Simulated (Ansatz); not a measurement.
Reaction (hydrogenolysis of a C–B bond): `BC/C=C(/C)F` + H₂ → `C/C=C(/C)F` + BH₃

Isolated molecules relaxed with PBE0-D4/def2-TZVP in Ansatz; ΔE leaves out vibrations. CBS: MP2 limit from def2 TZ/QZ plus the TZ coupled-cluster correction, frozen cores. This one scheme is used for every species. Double bonds are as drawn, so ΔE can hold a change between cis and trans. Each species was taken in one conformer, which may not be the lowest.

| species | HF/def2-TZVPP energy (Eh) |
| --- | --- |
| `BC/C=C(/C)F` | -280.31728 |
| H₂ | -1.13290 |
| `C/C=C(/C)F` | -255.07274 |
| BH₃ | -26.40065 |

Q: Work out ΔE.

A: ΔE = (-255.07274) + (-26.40065) − (-280.31728) − (-1.13290) = -0.02321 Eh = -60.9 kJ/mol. CCSD(T)/CBS gives -7.0 kJ/mol.

Largest T1 diagnostic among the species: 0.011.

The D4 term adds +9.6 kJ/mol with B3LYP and +5.2 kJ/mol with PBE0; it sums over pairs of atoms, weighted by their polarisabilities, and B3LYP, whose exchange is more repulsive, gets the larger term. From PBE to PBE0 (25 % exact exchange), in def2-TZVPP and without D4, ΔE moves by −9.4 kJ/mol. In def2-TZVPP, CCSD(T) changes the Hartree–Fock value by +52.7 kJ/mol (the triples alone add +10.6 kJ/mol) and MP2 by +65.0 kJ/mol.

B3LYP here is the variant with VWN-RPA as its local correlation; programs differ in this.
